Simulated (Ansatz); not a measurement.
Calculated with Ansatz (gas phase, PBE0-D4/def2-TZVP geometries, no zero-point term in ΔE). CCSD(T)/CBS is the MP2 limit (def2-TZVPP, def2-QZVPP) plus CCSD(T) − MP2 in def2-TZVPP, frozen cores. This one scheme is used for every species. DFT in def2-TZVPP. B3LYP here is the variant with VWN-RPA as its local correlation; programs differ in this. For Ge outer-core shells are correlated without core-valence functions, which leaves a few kJ/mol of doubt a bond. Scalar relativity is left out up to krypton. One conformer a species, not always the lowest.

`[SiH3][SiH2][GeH2][SiH2][GeH3]` + CH₃SH → `CS[SiH2][GeH3]` + `[SiH3][SiH2][GeH3]`  (cleavage of the Si–Ge bond)

`[SiH3][SiH2][GeH2][SiH2][GeH3]`:

Cartesian coordinates in Å:
```
Si 0.520 -2.520 -0.706
Si 1.124 -0.441 -1.587
Ge -0.722 1.055 -1.420
Si -1.524 1.030 0.822
Ge 0.305 1.285 2.322
H -0.620 -3.083 -1.481
H 1.653 -3.483 -0.750
H 0.090 -2.351 0.709
H 1.563 -0.584 -3.003
H 2.257 0.120 -0.800
H -0.285 2.483 -1.798
H -1.837 0.626 -2.393
H -2.518 2.116 1.044
H -2.190 -0.276 1.083
H -0.165 1.328 3.786
H 1.067 2.586 2.015
H 1.283 0.108 2.159
```

CH₃SH:

Cartesian coordinates in Å:
```
C -0.230 0.271 -0.339
S 0.002 -1.168 0.727
H -0.359 1.183 0.243
H -1.144 0.087 -0.903
H 0.594 0.385 -1.042
H 1.136 -0.759 1.314
```

`CS[SiH2][GeH3]`:

```xyz
12

C    -1.674    0.352    1.257
S    -1.633   -1.073    0.131
Si   -0.181   -0.389   -1.270
Ge    1.965   -0.110   -0.274
H    -0.708    0.508    1.735
H    -2.413    0.123    2.023
H    -1.979    1.257    0.731
H    -0.614    0.900   -1.881
H    -0.124   -1.436   -2.322
H     2.504   -1.461    0.220
H     1.889    0.846    0.930
H     2.967    0.484   -1.281
```

`[SiH3][SiH2][GeH3]`:

Z-matrix (Å, degrees):
```
Si
Si 1 2.337
H 1 1.488 2 109.7
H 1 1.488 2 111.3 3 120.4
H 1 1.488 2 109.7 3 -119.2
Ge 2 2.380 1 110.4 3 59.6
H 2 1.490 1 109.9 3 -179.8
H 2 1.490 1 109.9 3 -61.0
H 6 1.538 2 110.2 1 -59.7
H 6 1.538 2 110.2 1 59.6
H 6 1.538 2 111.3 1 179.9
```

```json
{"species": "`[SiH3][SiH2][GeH2][SiH2][GeH3]`", "B3LYP energy (Eh)": "-5029.89436"}
{"species": "CH₃SH", "B3LYP energy (Eh)": "-438.75246"}
{"species": "`CS[SiH2][GeH3]`", "B3LYP energy (Eh)": "-2807.75547"}
{"species": "`[SiH3][SiH2][GeH3]`", "B3LYP energy (Eh)": "-2660.90314"}
```

Problem. Work out ΔE.

Solution. ΔE = (-2807.75547) + (-2660.90314) − (-5029.89436) − (-438.75246) = -0.01179 Eh = -31.0 kJ/mol. CCSD(T)/CBS gives -23.8 kJ/mol.

Largest T1 diagnostic among the species: 0.013.

At CCSD(T), def2-SVP lies +4.8 kJ/mol from the extrapolated value and def2-TZVPP +2.3 kJ/mol. Leaving LDA and LC-ωPBE aside and taking each functional with its dispersion term where it has one, the values, not all of them listed here, spread over 11.0 kJ/mol, from B97M-V to PBE-D4.
